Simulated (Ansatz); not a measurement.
One change: `F[SiH2]NP` becomes `N[SiH2]F`.

Ansatz, PBE0-D4/def2-TZVP geometries, multiplicity 1. Each molecule was computed in one conformer, which needn't be the lowest.

| property | `F[SiH2]NP` |
| --- | --- |
| HOMO–LUMO gap (PBE/def2-TZVPP) / eV | 5.37 |
| LUMO energy (ωB97M-V/def2-TZVPP) / eV | 1.65 |
| LUMO energy (B3LYP/def2-TZVPP) / eV | -0.33 |
| size of the dipole moment (PBE/def2-TZVPP) / D | 1.22 |
| ideal-gas entropy at 298 K and 1 bar (rigid rotor, harmonic PBE0-D4/def2-TZVP) / J/(mol·K) | 332 |
| LUMO energy (PBE/def2-TZVPP) / eV | -1.00 |

Problem. Give the same properties after the change, and the shifts. (Estimate.)

Solution. Ansatz gave: 
```tsv
property	`N[SiH2]F`	shift
HOMO–LUMO gap (PBE/def2-TZVPP) / eV	6.40	1.03
LUMO energy (ωB97M-V/def2-TZVPP) / eV	2.02	0.37
LUMO energy (B3LYP/def2-TZVPP) / eV	0.24	0.57
size of the dipole moment (PBE/def2-TZVPP) / D	1.98	0.76
ideal-gas entropy at 298 K and 1 bar (rigid rotor, harmonic PBE0-D4/def2-TZVP) / J/(mol·K)	282	-50
LUMO energy (PBE/def2-TZVPP) / eV	-0.26	0.74
```

With PBE0 the HOMO falls by 0.61 eV and the LUMO rises by 0.65 eV, so the gap widens by about 1.26 eV. PBE moves the HOMO by -0.29 eV and ωB97M-V by -0.84 eV. The zero-point energy changes by -23.2 kJ/mol with -6 modes. Dipoles are sizes alone; their direction can turn.

B3LYP here is the variant with VWN-RPA as its local correlation; programs differ in this.
